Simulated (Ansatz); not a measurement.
Consider the formal exchange of groups at the In–F bond: `C[CH2][In]([F])[Cl]` + `CCC` → `C[CH2][In]([Cl])[CH](C)C` + H–F.

Gas-phase electronic energies from Ansatz, PBE0-D4/def2-TZVP geometries. CCSD(T)/CBS adds triple-zeta CCSD(T) − MP2 to the extrapolated MP2 energy (def2 sets, frozen cores). This one scheme is used for every species. Functionals use def2-TZVPP. Elements past krypton have def2 core potentials. For In outer-core shells are correlated without core-valence functions, which leaves a few kJ/mol of doubt a bond. Each species was taken in one conformer, which may not be the lowest.

`C[CH2][In]([F])[Cl]`:

Cartesian coordinates in Å:
```
C 0.517 1.317 0.199
C -0.532 0.388 -0.389
In -0.194 -1.681 0.051
F 1.352 -2.219 1.113
Cl -1.398 -3.575 -0.532
H 0.559 1.253 1.287
H 0.292 2.356 -0.061
H 1.518 1.096 -0.176
H -0.579 0.455 -1.478
H -1.534 0.610 -0.015
```

`CCC`:

```xyz
11

C     0.929    0.577   -0.675
C     0.339   -0.351    0.373
C    -1.180   -0.317    0.399
H     0.632    1.614   -0.493
H     0.582    0.309   -1.677
H     2.021    0.540   -0.679
H     0.679   -1.376    0.186
H     0.727   -0.080    1.361
H    -1.586   -0.990    1.158
H    -1.596   -0.616   -0.568
H    -1.547    0.690    0.616
```

`C[CH2][In]([Cl])[CH](C)C`:

Cartesian coordinates in Å:
```
C -0.723 -2.757 -1.969
C -1.307 -1.773 -0.966
In 0.183 -0.634 0.097
Cl 2.263 -1.797 0.011
C 0.468 1.188 1.238
C -0.738 2.115 1.195
C 1.750 1.887 0.811
H -0.186 -2.248 -2.772
H -1.511 -3.359 -2.434
H -0.013 -3.440 -1.499
H -1.888 -2.292 -0.197
H -1.992 -1.066 -1.442
H 0.599 0.819 2.263
H -0.932 2.482 0.183
H -0.568 2.997 1.825
H -1.652 1.633 1.551
H 2.615 1.222 0.850
H 1.678 2.277 -0.210
H 1.954 2.745 1.463
```

H–F:

Cartesian coordinates in Å:
```
F 0.014 -0.447 -0.106
H -0.014 0.447 0.106
```

Q: Is it downhill or uphill in electronic energy at CCSD(T)/CBS, and by how much? (Estimate.)

A: The calculation gave: Uphill: ΔE = +85.9 kJ/mol.

Q: What do these levels give: revPBE-D4, CAM-B3LYP-D4, ωB97M-V, PBE-QIDH, PBE, RPA@PBE/def2-TZVPP, MP2/def2-SVP, CCSD/def2-SVP, MP2/def2-TZVPP, CCSD/def2-TZVPP, CCSD(T)/def2-TZVPP, HF/def2-QZVPP? (Estimate.)

A: Ansatz gave: revPBE-D4 92.5, CAM-B3LYP-D4 107.8, ωB97M-V 98.5, PBE-QIDH 92.1, PBE 103.7, RPA@PBE/def2-TZVPP 85.8, MP2/def2-SVP 107.6, CCSD/def2-SVP 111.7, MP2/def2-TZVPP 76.8, CCSD/def2-TZVPP 90.8, CCSD(T)/def2-TZVPP 85.7, HF/def2-QZVPP 134.6 kJ/mol.

Largest T1 diagnostic among the species: 0.013.

The D4 term adds −16.1 kJ/mol with B3LYP and −9.3 kJ/mol with PBE0; it sums over pairs of atoms, weighted by their polarisabilities, and B3LYP, whose exchange is more repulsive, gets the larger term. At CCSD(T), def2-SVP lies +21.9 kJ/mol from the extrapolated value and def2-TZVPP −0.2 kJ/mol.

B3LYP here is the variant with VWN-RPA as its local correlation; programs differ in this.
